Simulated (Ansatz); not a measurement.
Basis-set extrapolation for `C=[N][Al]([OH])[SiH3]` (PBE0-D4/def2-TZVP geometry, frozen core, the Gaussian-basis code of Ansatz). Multiplicity 1, RHF reference.

```tsv
	def2-TZVPP	def2-QZVPP
HF	-701.677855	-701.702049
MP2 correlation	-0.798753	-0.857898
CCSD(T) correlation	-0.875862	not run
```

Energies in hartree. Use E(X) = E(∞) + A·exp(−7.88·√X) for Hartree–Fock and E(X) = E(∞) + B·X^(−2.97) for correlation, with X = 3 and 4, and add CCSD(T) minus MP2 of the smaller set to the MP2 limit.

Question: What is the CCSD(T) energy at the basis-set limit?

Answer: HF limit: -701.702049 + (-0.024194) × 0.13774 = -701.70538. MP2 limit: -0.857898 + (-0.059145) × 0.74074 = -0.90171. Higher-order term: -0.875862 − (-0.798753) = -0.07711. Total: -702.68420 hartree, 342.6 kJ/mol below CCSD(T)/def2-TZVPP.
